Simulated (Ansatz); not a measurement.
Species: sum formula SiN3H5F, net charge -1, singlet state. It need not be the lowest isomer of its formula. Whether it binds its extra electron was not tested at this geometry. 
Structure (B3LYP-D3(BJ)/def2-TZVP (Ansatz, an electronic-structure program) minimum search):
```xyz
10

N      0.2493     1.7683    -0.0589
Si     0.0035     0.1540     0.0180
N      1.0483    -0.6533    -1.1682
N     -1.6669    -0.4217    -0.1315
F      0.3972    -0.7322     1.3713
H     -0.4332     2.3520     0.4130
H      1.6818    -1.3249    -0.7526
H      1.6027     0.0432    -1.6507
H     -2.1215    -0.0587    -0.9594
H     -1.7687    -1.4306    -0.1335
```
Charge -1, spin multiplicity 1.

Total electronic energies in hartree. Valence correlation only, unless marked. Spin-orbit coupling is left out. No relativistic terms. Basis-set limits of correlation are two-point, X^-3; Hartree-Fock from the larger set.

```
level                                                program  energy (Eh)
--------------------------------------------  --------------  -----------
PBE0-D3(BJ)/def2-TZVP                         Ansatz + dftd3   -556.49418
r2SCANh/def2-TZVPD                                    Ansatz   -556.73454
PBE-QIDH/def2-TZVPD                                   Ansatz   -556.38026
MP2/cc-pV(Q+d)Z                                       Ansatz   -556.04086
SCS-MP2/aug-cc-pV(T+d)Z                               Ansatz   -555.95233
CCSD/cc-pV(T+d)Z                                      Ansatz   -555.94428
CCSD/cc-pVTZ                                          Ansatz   -555.93613
CCSD(T)/cc-pV(Q+d)Z                                   Ansatz   -556.09546
CCSD(T)/CBS(aug-cc-pV(T+d)Z,aug-cc-pV(Q+d)Z)          Ansatz    -556.1566
```

Totals of different functionals don't rank their quality; only differences between species are comparable.
